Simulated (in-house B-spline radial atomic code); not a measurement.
## Ionising the mercury ion Hg³⁺ with different functionals

Computed with a B-spline radial code for spherical atoms: scalar-relativistic (spin-free X2C) Hamiltonian, Fermi nucleus of rms radius 5.4648 fm, spin-polarised at highest spin, spherical fractional occupations for the functionals, the average over the highest-spin determinants for Hartree-Fock. The ionisation energy is the difference of two self-consistent energies, [Xe] 4f14 5d9 → [Xe] 4f14 5d8, without Breit or QED terms; ε is the level of the shell that loses the electron (its least bound occupied spin orbital). There is no spin-orbit coupling in this Hamiltonian.

Hybrids are left out here: with spherical fractional occupations of an open shell their exact exchange keeps a self-interaction that integer-occupation calculations don't have.

| method | rung | ΔSCF (eV) | -ε(5d) (eV) |
| --- | --- | --- | --- |
| Hartree-Fock | Hartree-Fock | 47.45 | 48.77 |
| LDA VWN5 | LDA | 49.47 | 42.39 |
| LDA PW92 | LDA | 49.47 | 42.38 |
| LDA exchange-only | LDA | 47.69 | 40.68 |
| PBE | GGA | 49.11 | 42.05 |
| PBEsol | GGA | 49.15 | 42.09 |
| BLYP | GGA | 48.98 | 41.92 |
| RPBE | GGA | 49.02 | 41.96 |
| PW91 | GGA | 49.20 | 42.14 |
| BP86 | GGA | 49.23 | 42.16 |
| AM05 | GGA | 49.17 | 42.10 |
| OLYP | GGA | 49.21 | 42.13 |
| TPSS | meta-GGA | 49.03 | 41.99 |
| SCAN | meta-GGA | 49.19 | 42.20 |
| r2SCAN | meta-GGA | 49.24 | 42.24 |
| revTPSS | meta-GGA | 49.03 | 41.97 |

Question: How do they compare with the NIST value?

Answer: NIST lists 48.5 eV ± 0.15 (measured, ground level to ground level). Errors run from -1.10 to +0.92 eV; BLYP is closest (+0.43 eV), though others lie within the uncertainty of it, and part of that can be cancellation, since the calculations leave out spin-orbit coupling, Breit-QED terms, multiplet and fine-structure energies. Hartree-Fock also lacks correlation.
